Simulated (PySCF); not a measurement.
wavenumber (cm⁻¹), absorption (km/mol per cm⁻¹) and a bar:
```
        0      0.002 
        5      0.002 
        9      0.002 
       14      0.002 
       19      0.003 
       23      0.003 
       28      0.004 
       33      0.005 
       37      0.007 
       42      0.011 
       47      0.019 
       51      0.042 #
       56      0.124 ##
       61      0.120 ##
       65      0.041 #
       70      0.019 
       75      0.011 
       79      0.008 
       84      0.006 
       89      0.005 
       93      0.005 
       98      0.005 
      103      0.005 
      107      0.005 
      112      0.005 
      117      0.005 
      122      0.006 
      126      0.006 
      131      0.007 
      136      0.008 
      140      0.009 
      145      0.010 
      150      0.011 
      154      0.013 
      159      0.016 
      164      0.019 
      168      0.024 
      173      0.030 
      178      0.041 #
      182      0.057 #
      187      0.088 #
      192      0.154 ##
      196      0.346 #####
      201      0.597 #########
      206      0.934 #############
      210      2.098 ##############################
      215      0.930 #############
      220      0.342 #####
      224      0.167 ##
      229      0.098 #
      234      0.064 #
      238      0.045 #
      243      0.033 
      248      0.026 
      252      0.021 
      257      0.017 
      262      0.014 
      266      0.012 
      271      0.010 
      276      0.009
```

This is the computed harmonic infrared spectrum of doublet PbSe₂⁻, Lorentzian lines of 8 cm⁻¹ full width. Computed with UPBE0/[Pb def2-SVPD with ECP60, Se def2-SVPD], scalar-relativistic core potentials, density fitting, no spin–orbit coupling, PySCF.

Which bands make it up, and how are they assigned?

In C2v symmetry, counting bands above 1 % of the strongest: 58 cm⁻¹ (a1, bend, 2.0 km/mol); 200 cm⁻¹ (a1, stretch, 4.1 km/mol); 210 cm⁻¹ (b2, stretch, 26 km/mol).

Only a few start shapes were tried, so a lower isomer may exist. The lowest empty level of this anion is unbound, so it and the gap depend on the basis. Spin–orbit coupling, left out here, can matter for elements this heavy.
